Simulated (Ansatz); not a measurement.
GeClF3. Charge 0, multiplicity 1. Geometry PBE-D4/def2-SVP; atoms count from 1.

```xyz
5

Ge    0.023    0.020   -0.039
Cl   -0.975   -0.835    1.625
F    -0.362    1.694   -0.206
F    -0.422   -0.769   -1.508
F     1.736   -0.109    0.127
```

Question: Estimate the Mulliken populations from the PBE0/def2-TZVP orbitals of Ansatz.

Answer: 
| atom | charge (e) |
| --- | --- |
| Ge1 | 1.18 |
| Cl2 | -0.21 |
| F3 | -0.32 |
| F4 | -0.32 |
| F5 | -0.32 |
Mulliken values depend strongly on the basis.

Question: And the Mayer bond orders between heavy atoms (over 0.3)?

Answer: Ge1–Cl2 1.13 (2.12 Å); Ge1–F3 1.03 (1.73 Å); Ge1–F4 1.03 (1.73 Å); Ge1–F5 1.03 (1.73 Å).
